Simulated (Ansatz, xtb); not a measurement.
## Two structures of GeH2NOP

We compare I, a singlet given by its coordinates, with II, a singlet given by its coordinates. Both are isolated molecules in the gas phase, relaxed with B3LYP-D3(BJ)/6-311G**.

I (Å):

```xyz
6

Ge   -1.5319   -5.0108    0.1693
N    -0.8796   -3.6065   -0.8827
O    -0.9706   -3.7739    1.4579
P    -0.5695   -2.5170    0.4407
H     0.8651   -2.6161    0.5117
H    -0.9713   -3.3480   -1.8559
```

Close contacts (Å): Ge1–N2 1.87, Ge1–O3 1.87, N2–P4 1.74, O3–P4 1.67, N2–H6 1.01, P4–H5 1.44.

II (Å):

```xyz
6

Ge   -0.1513   -4.7353    0.4026
N    -1.3774   -3.3818   -0.6324
O     0.8021   -2.9006    0.1526
P    -0.2873   -2.1961   -0.7159
H    -2.2756   -3.4006   -1.0990
H    -0.7459   -4.2731    1.8129
```

Close contacts (Å): Ge1–N2 2.10, Ge1–O3 2.08, N2–P4 1.61, O3–P4 1.56, Ge1–H6 1.60, N2–H5 1.01.

Quicker runs give these differences E(II) − E(I): GFN2-xTB +30.6 kJ/mol; HF/STO-3G +149.0 kJ/mol (at GFN2-xTB geometries); r2SCAN-D4/def2-SVP +30.4 kJ/mol (at GFN2-xTB geometries).

Problem. Estimate E(II) − E(I) at the level CCSD(T)/def2-TZVP.

Solution. Calculated at CCSD(T)/def2-TZVP: E(II) − E(I) = +23.7 kJ/mol, so structure I lies lower.

How the difference moves with the method:

```tsv
level	geometry	E(II) − E(I) (kJ/mol)	departure from the last row (kJ/mol)	job, with rough time for the two
GFN2-xTB	GFN2-xTB	+30.6	+6.9	optimisation, 0.27 s
HF/STO-3G	GFN2-xTB	+149.0	+125.2	single point, 0.32 s
r2SCAN-D4/def2-SVP	GFN2-xTB	+30.4	+6.7	single point, 3.1 s
B3LYP-D3(BJ)/6-311G**	B3LYP-D3(BJ)/6-311G**	+20.5	−3.2	optimisation, 41 s
HF/def2-TZVP	B3LYP-D3(BJ)/6-311G**	+38.4	+14.6	part of the CCSD(T) run
MP2/def2-TZVP	B3LYP-D3(BJ)/6-311G**	+23.5	−0.2	part of the CCSD(T) run
CCSD(T)/def2-TZVP	B3LYP-D3(BJ)/6-311G**	+23.7		single point, 95 s
```

None of the levels shown reverses the order. The largest departure from CCSD(T)/def2-TZVP is that of HF/STO-3G, 125.2 kJ/mol.

With harmonic frequencies from B3LYP-D3(BJ)/6-311G** (ideal gas, rigid rotor, one conformer each, 298.15 K, 1 atm): the zero-point term adds −4.7 kJ/mol; ΔH is +19.9 and ΔG +18.1 kJ/mol.

The correlated steps freeze 16 core orbitals; the filled d shell of Ge is correlated, in a basis made for valence electrons. Run with Ansatz 0.2.0, xtb 6.7.1; the last row on 2 threads of Arm Neoverse V2 on a shared host.
